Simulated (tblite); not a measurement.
Species: C8H9NSi.
Numbering: `[N:1]#[C:2][C:3]1(/[CH:4]=[CH:5]/[SiH3:6])[CH:7]=[CH:8][CH:9]=[CH:10]1` (hydrogens: H11 on C4; H12 on C5; H13, H14, H15 on Si6; H16 on C7; H17 on C8; H18 on C9; H19 on C10)

Computed geometry: GFN2-xTB, gas phase.

Task: List the bond lengths, angles and torsions at this level.

Result: 
| bond | length (Å) |
| --- | --- |
| N1≡C2 | 1.143 |
| C2–C3 | 1.447 |
| C3–C4 | 1.513 |
| C4=C5 | 1.323 |
| C5–Si6 | 1.882 |
| C3–C7, C3–C10 | 1.509 |
| C7=C8, C9=C10 | 1.337 |
| C8–C9 | 1.450 |
| C4–H11 | 1.082 |
| C5–H12 | 1.083 |
| Si6–H13, Si6–H14, Si6–H15 | 1.464 |
| C7–H16, C10–H19 | 1.074 |
| C8–H17, C9–H18 | 1.075 |

Bonds in one row agree within 0.01 Å and their mean is given. A selection of angles:
| angle | degrees |
| --- | --- |
| N1–C2–C3 | 179.5 |
| C2–C3–C4 | 108.5 |
| C2–C3–C7 | 108.6 |
| C4–C3–C7 | 117.1 |
| C4–C3–C10 | 110.9 |
| C7–C3–C10 | 102.3 |
| C3–C4–C5 | 125.4 |
| C3–C4–H11 | 113.5 |
| C5–C4–H11 | 121.0 |
| C4–C5–Si6 | 124.3 |
| C4–C5–H12 | 118.5 |
| Si6–C5–H12 | 117.3 |
| C5–Si6–H13 | 108.1 |
| C5–Si6–H14 | 108.6 |
| H13–Si6–H14 | 109.7 |
| C3–C7–C8 | 109.3 |
| C3–C7–H16 | 122.4 |
| C8–C7–H16 | 128.3 |
| C7–C8–C9 | 109.7 |
| C7–C8–H17 | 126.6 |
| C9–C8–H17 | 123.8 |
| C10–C9–H18 | 126.5 |
| C9–C10–H19 | 128.7 |

Dihedral angles: C2–C3–C4–C5 129° (anticlinal); C3–C4–C5–Si6 179° (antiperiplanar); C2–C3–C7–C8 115° (anticlinal); C3–C7–C8–C9 1° (synperiplanar); C7–C8–C9–C10 -1° (synperiplanar); C8–C9–C10–C3 0° (synperiplanar); C2–C3–C10–C9 -115° (anticlinal). The mirror-image conformer, all signs reversed, is as good.

Si6 (SiH3 silicon) is tetrahedral (angles from 108.1° to 110.5°). The 8 C–C bonds span 1.323 Å (C4=C5, drawn double) to 1.513 Å (C3–C4, drawn single), a spread of 0.190 Å. Of the pairs four or more bonds apart, C7···H12 is among the closest relative to their van der Waals radii: 2.59 Å, 89 % of the sum of Bondi's values. The 5-membered ring C3–C7–C8–C9–C10 has internal angles of 102.3° to 109.7° (sum 540°, against 540° for a flat polygon); it is planar, 0.00 Å rms from its mean plane, widest ring torsion 1°.

Point group: C1 (no symmetry element, even within 0.4 Å). Its GFN2-xTB frequencies are all real (lowest 33 cm⁻¹). One conformer, not necessarily the lowest.
